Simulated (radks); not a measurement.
Results of a calculation; reference values are marked as such.
Q: Mg2+, 10 electrons, occupied as [Ne] (the NIST ground configuration). Level of theory: scalar-relativistic Kohn-Sham, r2SCAN, spin-polarised, spherical densities, finite nucleus; meta-GGA in the generalised Kohn-Sham scheme; Fermi nuclear charge, rms radius 3.057 fm (a radial shooting solver on a logarithmic mesh with Libxc functionals). Some entries of the table are withheld. Estimate them.

orbital  occ.  eigenvalue (hartree)  r(max) (bohr)  <r^2> (bohr^2)
1s          2                   (1)            (2)             (3)
2s          2                   (4)            (5)          0.5767
2p          6                   (6)         0.4794          0.5917

A: 
(1) 1s eigenvalue (hartree): -47.37938
(2) 1s r(max) (bohr): 0.08509
(3) 1s <r^2> (bohr^2): 0.02299
(4) 2s eigenvalue (hartree): -3.78308
(5) 2s r(max) (bohr): 0.5455
(6) 2p eigenvalue (hartree): -2.49899
